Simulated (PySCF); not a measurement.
SMILES c1coc(Sc2ccco2)c1, GFN2-xTB optimised geometry.

```
17

C     -1.20    -2.26     0.00
C      0.16    -2.26     0.00
O      0.63    -1.00     0.00
C     -0.43    -0.18    -0.02
S     -0.17     1.55     0.02
C      1.23     1.64    -1.03
C      2.35     2.41    -0.95
C      3.12     2.09    -2.10
C      2.41     1.15    -2.78
O      1.25     0.87    -2.14
C     -1.60    -0.90    -0.01
H     -1.85    -3.11     0.00
H      0.88    -3.05    -0.01
H      2.59     3.11    -0.18
H      4.07     2.50    -2.37
H      2.61     0.61    -3.68
H     -2.59    -0.50    -0.02
```

Density from PBE/def2-SVP in PySCF at that geometry.

Minimum of the electron density along straight lines between bonded atoms, close to the bond critical point (lines longer than 1.1 times the sum of covalent radii, or with two minima, are not listed):

```json
[
 {"bond": "C1–C2", "length / Å": "1.360", "ρ at the minimum / e bohr⁻³": "0.324", "∇²ρ there / e bohr⁻⁵": "-0.80", "position (fraction from the first atom)": "0.48"},
 {"bond": "C2–O3", "length / Å": "1.346", "ρ at the minimum / e bohr⁻³": "0.287", "∇²ρ there / e bohr⁻⁵": "0.03", "position (fraction from the first atom)": "0.33"},
 {"bond": "O3–C4", "length / Å": "1.346", "ρ at the minimum / e bohr⁻³": "0.292", "∇²ρ there / e bohr⁻⁵": "-0.08", "position (fraction from the first atom)": "0.67"},
 {"bond": "C4–S5", "length / Å": "1.755", "ρ at the minimum / e bohr⁻³": "0.201", "∇²ρ there / e bohr⁻⁵": "-0.42", "position (fraction from the first atom)": "0.49"},
 {"bond": "S5–C6", "length / Å": "1.755", "ρ at the minimum / e bohr⁻³": "0.201", "∇²ρ there / e bohr⁻⁵": "-0.42", "position (fraction from the first atom)": "0.51"},
 {"bond": "C6–C7", "length / Å": "1.365", "ρ at the minimum / e bohr⁻³": "0.319", "∇²ρ there / e bohr⁻⁵": "-0.78", "position (fraction from the first atom)": "0.52"},
 {"bond": "C7–C8", "length / Å": "1.416", "ρ at the minimum / e bohr⁻³": "0.288", "∇²ρ there / e bohr⁻⁵": "-0.65", "position (fraction from the first atom)": "0.50"},
 {"bond": "C8–C9", "length / Å": "1.360", "ρ at the minimum / e bohr⁻³": "0.324", "∇²ρ there / e bohr⁻⁵": "-0.80", "position (fraction from the first atom)": "0.48"},
 {"bond": "C6–O10", "length / Å": "1.346", "ρ at the minimum / e bohr⁻³": "0.292", "∇²ρ there / e bohr⁻⁵": "-0.08", "position (fraction from the first atom)": "0.33"},
 {"bond": "C9–O10", "length / Å": "1.345", "ρ at the minimum / e bohr⁻³": "0.287", "∇²ρ there / e bohr⁻⁵": "0.03", "position (fraction from the first atom)": "0.33"},
 {"bond": "C1–C11", "length / Å": "1.416", "ρ at the minimum / e bohr⁻³": "0.288", "∇²ρ there / e bohr⁻⁵": "-0.65", "position (fraction from the first atom)": "0.50"},
 {"bond": "C4–C11", "length / Å": "1.365", "ρ at the minimum / e bohr⁻³": "0.319", "∇²ρ there / e bohr⁻⁵": "-0.78", "position (fraction from the first atom)": "0.52"},
 {"bond": "C1–H12", "length / Å": "1.070", "ρ at the minimum / e bohr⁻³": "0.283", "∇²ρ there / e bohr⁻⁵": "-1.08", "position (fraction from the first atom)": "0.64"},
 {"bond": "C2–H13", "length / Å": "1.071", "ρ at the minimum / e bohr⁻³": "0.288", "∇²ρ there / e bohr⁻⁵": "-1.14", "position (fraction from the first atom)": "0.65"},
 {"bond": "C7–H14", "length / Å": "1.070", "ρ at the minimum / e bohr⁻³": "0.284", "∇²ρ there / e bohr⁻⁵": "-1.09", "position (fraction from the first atom)": "0.64"},
 {"bond": "C8–H15", "length / Å": "1.070", "ρ at the minimum / e bohr⁻³": "0.283", "∇²ρ there / e bohr⁻⁵": "-1.08", "position (fraction from the first atom)": "0.64"},
 {"bond": "C9–H16", "length / Å": "1.072", "ρ at the minimum / e bohr⁻³": "0.288", "∇²ρ there / e bohr⁻⁵": "-1.14", "position (fraction from the first atom)": "0.65"},
 {"bond": "C11–H17", "length / Å": "1.070", "ρ at the minimum / e bohr⁻³": "0.284", "∇²ρ there / e bohr⁻⁵": "-1.09", "position (fraction from the first atom)": "0.64"}
]
```
